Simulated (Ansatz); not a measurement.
The same redistribution along the group Mg, Zn, Cd.

Gas-phase electronic energies from Ansatz, PBE0-D4/def2-TZVP geometries. CCSD(T)/CBS is the MP2 limit (def2-TZVPP, def2-QZVPP) plus CCSD(T) − MP2 in def2-TZVPP, frozen cores. DFT in def2-TZVPP. B3LYP here is the variant with VWN-RPA as its local correlation; programs differ in this. Elements past krypton have def2 core potentials. For Cd, Mg, Zn outer-core shells are correlated without core-valence functions, which leaves a few kJ/mol of doubt a bond. Scalar relativity is left out up to krypton. One conformer a species, not always the lowest.

| reaction | B2PLYP (eV) | B3LYP-D4 (eV) | PBE-D4 (eV) | HF/CBS(def2) (eV) |
| --- | --- | --- | --- | --- |
| `C[CH2][Mg][Cl]` + `C[SiH](C)[AlH][NH2]` → `C[CH2][Mg][NH2]` + `C[SiH](C)[AlH][Cl]` | 0.82 | 0.82 | 0.79 | 0.92 |
| `C[CH2][Zn][Cl]` + `C[SiH](C)[AlH][NH2]` → `C[CH2][Zn][NH2]` + `C[SiH](C)[AlH][Cl]` | 0.59 | 0.61 | 0.54 | 0.79 |
| `C[CH2][Cd][Cl]` + `C[SiH](C)[AlH][NH2]` → `C[CH2][Cd][NH2]` + `C[SiH](C)[AlH][Cl]` | 0.76 | 0.78 | 0.70 | 0.99 |

(1) Give the CCSD(T)/CBS values in the same order. (Best estimate.)

Largest T1 diagnostic: 0.014, for `C[CH2][Zn][NH2]`.

Results:

(1) Ansatz gave: 0.79, 0.60, 0.75 eV.
